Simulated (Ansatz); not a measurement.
Total energies of Zn₃O₃ from Ansatz at HF/def2-TZVPD, gas phase (1 Eh = 27.2114 eV = 2625.5 kJ/mol). The reference geometry is relaxed at r2SCAN-D4/def2-SVP.

| atom | x (Å) | y (Å) | z (Å) |
| --- | --- | --- | --- |
| Zn1 | -1.404 | -0.346 | -0.413 |
| Zn2 | 0.922 | 0.686 | -0.971 |
| Zn3 | 0.483 | -0.340 | 1.383 |
| O4 | -0.644 | 0.454 | -1.847 |
| O5 | 1.875 | 0.462 | 0.551 |
| O6 | -1.231 | -0.916 | 1.296 |

| state | geometry | energy (Eh) |
| --- | --- | --- |
| charge 0 singlet | reference | -5558.09455 |
| charge -1 doublet | reference | -5558.09164 |
| free Zn atom (singlet) | – | -1777.80708 |
| free O atom (triplet) | – | -74.81595 |

(1) Work out the vertical electron affinity, to the doublet.

(2) What is the binding energy per atom against free atoms?

(1) E(charge 0 singlet) − E(charge -1 doublet) = -5558.09455 − (-5558.09164) = -0.00291 Eh = -0.08 eV; so near zero that its sign isn't settled.

(2) Atoms: 3 × (-1777.80708) + 3 × (-74.81595) = -5557.86909 Eh. Binding: -5557.86909 − (-5558.09455) = 0.22546 Eh = 6.14 eV, or 1.02 eV for each of 6 atoms (no zero-point energy, no counterpoise term).

The structure comes from a short search, and lower isomers may exist.
